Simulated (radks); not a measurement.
These are the eigenvalues of the occupied orbitals of an atom or ion with whole-number occupations (eV). Method: scalar-relativistic Kohn-Sham, Slater X-alpha with alpha = 0.667, spin-unpolarised, spherical densities, point nucleus; computed with a radial shooting solver on a logarithmic mesh with Libxc functionals.

orbital  eigenvalue
1s        -8212.622
2s        -997.4135
2p        -861.7339
3s        -128.6024
3p         -89.3888
3d         -27.1242

Which element is it, and in what charge state? The configuration may be excited.

Answer. Z = 28, nickel, charge +2: Ni2+ in [Ar] 3d8. The list shows which subshells hold electrons but not how many an open one holds; the 1s level, -301.81 hartree, gives Z - s = 24.6 by -(Z - s)^2/2, which with screening and relativity narrows Z to a few neighbours, and the depths of the outer levels then fix element, charge and occupations together.
